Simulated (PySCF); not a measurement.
Compound: C3H11FSi2.
Atom-mapped SMILES: `[CH3:1][SiH2:2][C@H:3]([F:4])[CH2:5][SiH3:6]` (hydrogens: H7, H8, H9 on C1; H10, H11 on Si2; H12 on C3; H13, H14 on C5; H15, H16, H17 on Si6)

The same species was optimised twice, with GFN2-xTB and with PBE0-D3(BJ)/def2-SVP (PySCF), and the same property calculations (PySCF, gas phase) were run on both structures.

```csv
coordinate,GFN2-xTB,PBE0-D3(BJ)/def2-SVP,change
C1–Si2 (Å),1.895,1.875,-0.020
Si2–C3 (Å),1.926,1.911,-0.015
C5–Si6 (Å),1.907,1.898,-0.009
C3–F4 (Å),1.398,1.402,+0.004
C3–C5 (Å),1.521,1.518,-0.003
Si2–C3–F4 (°),107.6,106.1,-1.5
C1–Si2–C3 (°),108.0,108.9,+0.9
Si2–C3–C5 (°),114.5,115.2,+0.7
F4–C3–C5 (°),108.8,109.1,+0.3
C3–C5–Si6 (°),112.8,113.0,+0.2
C1–Si2–C3–F4 (°),61,57,-4
Si2–C3–C5–Si6 (°),177,165,-12
```

Rotational constants: A = 4366, B = 1012, C = 975.8 MHz (GFN2-xTB) against A = 4393, B = 1027, C = 1003 MHz (PBE0-D3(BJ)/def2-SVP). Point groups within 0.08 Å: C1 and C1.

On the GFN2-xTB structure: lowest singlet, TDDFT (eV) 6.80 [B3LYP/def2-SVPD]; lowest triplet, Tamm–Dancoff (eV) 6.58 [B3LYP/def2-SVPD]; isotropic polarisability (au) 93.7 [B3LYP/def2-SVPD]; HOMO (eV) -7.62 [B3LYP/def2-SVPD]; LUMO (eV) 0.06 [B3LYP/def2-SVPD]; dipole (D) 1.74 [B3LYP/def2-SVPD]; HOMO (eV) -7.80 [PBE0/pcSseg-1]; LUMO (eV) 0.70 [PBE0/pcSseg-1]; dipole (D) 1.71 [PBE0/pcSseg-1]; GIAO shielding of C1 (ppm) 199.4 [PBE0/pcSseg-1]; GIAO shielding of Si2 (ppm) 390.7 [PBE0/pcSseg-1]; GIAO shielding of C3 (ppm) 97.5 [PBE0/pcSseg-1]; GIAO shielding of F4 (ppm) 416.0 [PBE0/pcSseg-1]; GIAO shielding of C5 (ppm) 170.7 [PBE0/pcSseg-1]; GIAO shielding of Si6 (ppm) 422.4 [PBE0/pcSseg-1].

Question: What do these properties become on the PBE0-D3(BJ)/def2-SVP structure?

Answer: 
| property | level | on GFN2-xTB | on PBE0-D3(BJ)/def2-SVP | change |
| --- | --- | --- | --- | --- |
| lowest singlet, TDDFT (eV) | B3LYP/def2-SVPD | 6.80 | 6.90 | +0.10 |
| lowest triplet, Tamm–Dancoff (eV) | B3LYP/def2-SVPD | 6.58 | 6.67 | +0.09 |
| isotropic polarisability (au) | B3LYP/def2-SVPD | 93.7 | 95.1 | +1.4 |
| HOMO (eV) | B3LYP/def2-SVPD | -7.62 | -7.78 | -0.16 |
| LUMO (eV) | B3LYP/def2-SVPD | 0.06 | 0.01 | -0.05 |
| dipole (D) | B3LYP/def2-SVPD | 1.74 | 1.76 | +0.02 |
| energy, GFN2-xTB geometry as zero (kcal/mol) | B3LYP/def2-SVPD | 0.0 | -1.6 | -1.6 |
| HOMO (eV) | PBE0/pcSseg-1 | -7.80 | -7.97 | -0.17 |
| LUMO (eV) | PBE0/pcSseg-1 | 0.70 | 0.69 | -0.01 |
| dipole (D) | PBE0/pcSseg-1 | 1.71 | 1.76 | +0.05 |
| energy, GFN2-xTB geometry as zero (kcal/mol) | PBE0/pcSseg-1 | 0.0 | -1.8 | -1.8 |
| GIAO shielding of C1 (ppm) | PBE0/pcSseg-1 | 199.4 | 197.4 | -2.0 |
| GIAO shielding of Si2 (ppm) | PBE0/pcSseg-1 | 390.7 | 390.4 | -0.3 |
| GIAO shielding of C3 (ppm) | PBE0/pcSseg-1 | 97.5 | 98.1 | +0.6 |
| GIAO shielding of F4 (ppm) | PBE0/pcSseg-1 | 416.0 | 415.3 | -0.7 |
| GIAO shielding of C5 (ppm) | PBE0/pcSseg-1 | 170.7 | 170.0 | -0.7 |
| GIAO shielding of Si6 (ppm) | PBE0/pcSseg-1 | 422.4 | 418.0 | -4.4 |

The heavy atoms differ by 0.098 Å rms after alignment. Among bonds between heavy atoms C1–Si2 changes most (-0.020 Å). Changes are differences of the printed values. Neither structure is proved a minimum here.

The values belong to the conformer `[CH3:1][SiH2:2][C@H:3]([F:4])[CH2:5][SiH3:6]`: C1–Si2–C3–F4 57°, Si2–C3–C5–Si6 165°.
